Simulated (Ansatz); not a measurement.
Reaction (formal exchange of groups at a Te–C bond): `CC[Te]C` + `OBO` → `CC[Te]B(O)O` + CH₄

Isolated molecules relaxed with PBE0-D4/def2-TZVP in Ansatz; ΔE leaves out vibrations. CCSD(T)/CBS is the MP2 limit (def2-TZVPP, def2-QZVPP) plus CCSD(T) − MP2 in def2-TZVPP, frozen cores. This one scheme is used for every species. Functionals use def2-TZVPP. B3LYP here is the variant with VWN-RPA as its local correlation; programs differ in this. def2 core potentials past Kr. For Te outer-core shells are correlated without core-valence functions, which leaves a few kJ/mol of doubt a bond. Each species was taken in one conformer, which may not be the lowest.

`CC[Te]C`:

```xyz
12

C     0.228   -1.560    1.439
C     0.121   -0.231    0.721
Te   -0.249   -0.518   -1.378
C    -0.295    1.570   -1.830
H     0.415   -1.406    2.506
H    -0.693   -2.141    1.346
H     1.047   -2.165    1.043
H    -0.703    0.368    1.110
H     1.043    0.345    0.805
H     0.665    2.022   -1.586
H    -1.099    2.051   -1.276
H    -0.481    1.666   -2.899
```

`OBO`:

```xyz
6

O    -0.099    0.422   -1.004
B    -0.230   -0.099    0.250
O     0.880   -0.419    0.954
H    -0.940    0.615   -1.422
H    -1.300   -0.286    0.756
H     1.689   -0.233    0.466
```

`CC[Te]B(O)O`:

Cartesian coordinates in Å:
```
C -1.412 -1.221 -0.204
C -0.635 -0.829 1.036
Te -0.377 1.300 1.283
B 1.159 1.512 -0.245
O 1.687 0.469 -0.947
O 1.602 2.770 -0.487
H -0.925 -0.879 -1.120
H -1.519 -2.309 -0.267
H -2.411 -0.783 -0.193
H 0.359 -1.283 1.071
H -1.149 -1.145 1.944
H 1.332 -0.390 -0.710
H 2.288 2.789 -1.163
```

CH₄:

Z-matrix (Å, degrees):
```
C
H 1 1.090
H 1 1.090 2 109.5
H 1 1.090 2 109.5 3 -120.0
H 1 1.090 2 109.5 3 120.0
```

| level | ΔE (kJ/mol) | difference from CCSD(T)/CBS |
| --- | --- | --- |
| PBE-D4 | -81.9 | -5.9 |
| ωB97X-V | -77.0 | -1.0 |
| ωB97M-V | -77.7 | -1.7 |
| B2PLYP | -74.4 | 1.6 |
| PBE | -78.0 | -2.0 |
| r2SCAN | -83.2 | -7.2 |
| B3LYP | -70.6 | 5.4 |
| MP2/def2-QZVPP | -79.9 | -3.9 |
| HF/CBS(def2) | -64.3 | 11.7 |
| CCSD/CBS(def2) | -73.5 | 2.5 |
| CCSD(T)/CBS | -76.0 | 0 |

Largest T1 diagnostic among the species: 0.013.

In def2-TZVPP, CCSD(T) changes the Hartree–Fock value by −12.1 kJ/mol (the triples alone add −2.5 kJ/mol) and MP2 by −15.6 kJ/mol. The D4 term adds −6.3 kJ/mol with B3LYP and −3.7 kJ/mol with PBE0; it sums over pairs of atoms, weighted by their polarisabilities, and B3LYP, whose exchange is more repulsive, gets the larger term.
